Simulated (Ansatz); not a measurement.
Cost and result up the ladder for the cluster Al₆N₆ (12 atoms). The state is a singlet with charge 0. Geometry: PBE-D4/def2-SVP.

```xyz
12

Al   -0.457    1.739   -0.839
Al    0.323   -1.693    1.064
Al   -1.146    0.204    1.591
Al    1.656    0.376    0.532
Al    0.556   -0.735   -1.756
Al   -1.875   -0.815   -0.636
N     0.638   -0.052    2.011
N    -1.845    1.006    0.038
N     1.385    1.783   -0.666
N    -1.517   -1.589    1.015
N     0.773    1.107   -2.044
N     1.509   -1.330   -0.309
```

Ansatz on 4 threads of Arm Neoverse V2 on a shared host. Times are rough, and most runs start from the orbitals of an earlier one. No level here is sound enough to serve as a yardstick. Binding counts from free atoms at the same level (Al doublet, N quartet; other spins of the atoms weren't run), without zero-point energy or a counterpoise term.

B3LYP takes the VWN-RPA correlation. Correlated methods freeze 36 core orbitals. The rows differ in basis, and correlated rows in double-zeta sets carry the largest basis error. The structure comes from a short search, and lower isomers may exist.

Run but left out: HF/6-31G, HF/def2-TZVP (restricted singlet, unstable in another Hartree–Fock run and untested here).

Correlated methods converge slowly with the basis, most of all in double-zeta sets.

```
                            level  functions  binding energy per atom (eV)                                    remarks
r2SCAN-D4/def2-TZVP (with forces)        408                          3.88              restricted SCF unstable in HF
                   B3LYP-D4/6-31G        132                          3.08              restricted SCF unstable in HF
                  PBE-D4/def2-SVP        192                          4.07              restricted SCF unstable in HF
                 PBE-D4/def2-TZVP        408                          4.08              restricted SCF unstable in HF
                 B97M-V/def2-TZVP        408                          3.86              restricted SCF unstable in HF
                PBE0-D4/def2-TZVP        408                          3.83              restricted SCF unstable in HF
                 PBE0-D4/def2-SVP        192                          3.80              restricted SCF unstable in HF
                 CCSD(T)/def2-SVP        192                          3.34  large T1 (0.032), restricted SCF unstable
```

(1) Estimate how long each takes.

Results:

(1) B3LYP-D4/6-31G 4.7 s; PBE-D4/def2-SVP 4.8 s; PBE0-D4/def2-SVP 6.5 s; PBE-D4/def2-TZVP 12 s; PBE0-D4/def2-TZVP 31 s; r2SCAN-D4/def2-TZVP (with forces) 31 s; B97M-V/def2-TZVP 48 s; CCSD(T)/def2-SVP 97 s. On shared hardware such times vary by a factor of up to 3.
